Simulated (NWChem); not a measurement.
# ZrHOF3; SMILES [Zr]([F])([OH])([F])[F]

```xyz
6

Zr    -0.0004     0.0002    -0.0089
F     -0.6376    -1.6714    -0.6629
F      1.7504     0.3132    -0.6906
F     -1.1611     1.3889    -0.6029
O      0.0472    -0.0299     1.8899
H      0.0737    -0.0460     2.8461
```
Atoms are numbered in this order, from 1.

The geometry was optimised at PBE0/def2-SVP. No frequency run checked for a minimum. def2 effective core potentials on Zr; no spin-orbit coupling.

**Question.** List the 4 lowest vertical singlet excitations from CAM-B3LYP/def2-SVPD with def2 effective core potentials on Zr, TDA (NWChem).

**Answer.** 
```
state  energy (eV)  oscillator strength  leading excitation (squared amplitude)
-----  -----------  -------------------  --------------------------------------
S1            7.98                0.000                    HOMO → LUMO+1 (0.46)
S2            8.09                0.002                  HOMO−1 → LUMO+2 (0.28)
S3            8.09                0.002                  HOMO−1 → LUMO+1 (0.28)
S4            8.45                0.043                    HOMO−1 → LUMO (0.59)
```
